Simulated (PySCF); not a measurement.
An unknown shows these calculated signals:

¹H NMR (400 MHz, computed): δ 4.44 (m, 1H), 4.33 (m, 1H), 3.97 (m, 1H), 3.36 (m, 1H), 2.64 (m, 1H), 2.13 (m, 1H), 1.80 (d, 1H), 1.70 (m, 1H), 1.46 (m, 1H), 0.90 (m, 1H), 0.61 (m, 1H).

¹³C{¹H} NMR (computed): δ 90.2 (C), 81.3 (CH), 67.7 (CH), 35.1 (CH), 30.2 (CH2), 9.9 (CH2), 3.8 (CH2).

How the numbers were obtained: NMR shieldings at PBE0/pcSseg-1/GIAO, geometry from GFN2-xTB, in PySCF 2.14 (in vacuum, relativity neglected, one computed conformer).

Shifts are taken against calculated references (same method and geometry level): ¹H and ¹³C against TMS.

Which of these does the molecule contain: an NH or NH2 group, a heteroaromatic ring, an amide, a C≡C triple bond, a Si–H bond?

## Answers


- An NH or NH2 group: no.
- A heteroaromatic ring: no.
- An amide: no.
- A C≡C triple bond: yes (δC 81.3, 90.2; δH 1.80 (d)).
- A Si–H bond: yes (δH 4.44 (m), 3.97 (m)).

The data belong to `C#C[C@@H]1C[SiH2]CC[C@H]1Cl`, C$_{7}$H$_{11}$ClSi; they needn't prove each group on their own.

Carbon signals by region: 3 at 50–100 ppm, 4 below 50 ppm.

Carbons that carry Cl, above all several Cl atoms, come out too deshielded, partly because spin–orbit coupling is missing. Shifts are as computed. Against solution values, carbons near 30 ppm lie about +3 ppm off and those near 130 ppm about +5 ppm; carbons on Cl a further +6 ppm. Of 1309 compounds with measured shifts, 239 miss one by over three times the rms of a fit or turn the order of signals round; such compounds aren't used in these exercises. Multiplicities follow the n + 1 count of equivalent neighbours, as no J values were calculated; m marks all less simple cases, F and P coupling included.
